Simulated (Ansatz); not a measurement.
Reaction 2 R1 → P1 + P2, each structure at its B3LYP-D3(BJ)/def2-TZVP stationary point, reached from a drawn start (curvature not checked).
P1: Br4Ti (SMILES [Br][Ti]([Br])([Br])[Br]), charge 0, multiplicity 1.
R1, Br3Ti (SMILES [Br][Ti]([Br])[Br]) (charge 0, multiplicity 2):
```xyz
4

Ti     0.000     0.000    -0.001
Br     2.354    -0.009    -0.009
Br    -1.168     2.043    -0.002
Br    -1.186    -2.033     0.011
```
P2, Br2Ti (SMILES [Br][Ti][Br]) (charge 0, multiplicity 3):
```xyz
3

Ti     0.00000     0.00000    -0.00023
Br     2.40304    -0.00430     0.01094
Br    -2.40304     0.00430    -0.01071
```

P less R. No zero-point or thermal terms; singlets are restricted closed shells; open shells are unrestricted; no spin–orbit coupling. The spin states of the d-block species are the ones drawn and need not be the lowest.

Correlated levels freeze the cores. In cc and def2 sets filled d and f shells under p-block atoms count as core.

Codes used: Ansatz (a program for electronic structure) with Gaussian orbitals. All values are computed, each at the level named.

**Question.** What reaction energy does CCSD/def2-TZVPP give?

**Answer.** 21.5 kcal/mol

**Question.** What reaction energy does wB97X-V/def2-TZVPP give?

**Answer.** 17.7 kcal/mol

**Question.** Predict the reaction energy from r2SCAN/def2-TZVPP.

**Answer.** 11.3 kcal/mol
